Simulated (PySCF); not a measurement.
Compound: C₅H₃FNO₂ (charge -1).
Geometry (GFN2-xTB, Å), atoms numbered from 1 in this order:
```
atom  x, y, z in Å
N1    -2.9014   -1.0349   -1.0183
C2    -1.9963   -0.5974   -0.4588
C3    -0.8780   -0.0600    0.2020
C4    -0.1006    1.0534   -0.4547
F5     0.2691    2.1163    0.3198
C6     0.5351   -0.2762   -0.3121
C7     1.6734   -0.5273    0.7962
O8     2.7796   -0.7357    0.3051
O9     1.2783   -0.4934    1.9581
H10   -0.9209   -0.0351    1.2890
H11   -0.4206    1.4293   -1.4261
H12    0.6836   -0.8398   -1.2262
```

The closed-shell SCF was solved with PySCF and density fitting under several settings on one GFN2-xTB geometry (grid level 2 and gas phase unless stated).

```
                             settings  basis functions  SCF cycles     E (Eh)  HOMO (eV)  LUMO (eV)
                        PBE0/pcSseg-1              168          15  -496.8200      -2.09       4.28
         PBE0/6-31++G**, grid level 3              180          15  -496.8897      -2.43       2.80
PBE0/3-21G, energy threshold 1e-11 Eh               87          15  -494.0900      -1.03       4.99
                        OPBE/pcSseg-0               87          18  -495.9749      -0.26       3.40
```

Task: Estimate the rows for these settings: (1) PBE0/MINI; (2) PBE0/6-31G, grid level 3; (3) HSE06/def2-SVPD.

Result: 
```json
{"settings": "PBE0/MINI", "basis functions": "48", "SCF cycles": "16", "E (Eh)": "-493.1481", "HOMO (eV)": "-1.24", "LUMO (eV)": "3.29"}
{"settings": "PBE0/6-31G, grid level 3", "basis functions": "87", "SCF cycles": "15", "E (Eh)": "-496.6910", "HOMO (eV)": "-1.71", "LUMO (eV)": "4.50"}
{"settings": "HSE06/def2-SVPD", "basis functions": "213", "SCF cycles": "15", "E (Eh)": "-496.5759", "HOMO (eV)": "-2.10", "LUMO (eV)": "3.47"}
```

Task: Over all rows, what range does the HOMO–LUMO gap span?

Result: From 3.66 eV (OPBE/pcSseg-0) to 6.37 eV (PBE0/pcSseg-1). The functional of the narrowest has no exact exchange, that of the widest 25 % exact exchange.

Task: Compare two rows with the functional PBE0: PBE0/3-21G, energy threshold 1e-11 Eh and PBE0/6-31++G**, grid level 3. Which energy is lower, and by how much?

Result: PBE0/6-31++G**, grid level 3 (180 functions) lies 2.7997 Eh or 1757 kcal/mol below PBE0/3-21G, energy threshold 1e-11 Eh (87 functions).

Cycle counts include a coarse-grid stage where the run had one. All basis functions are spherical, in the Pople sets too.

One conformer stands for the species.
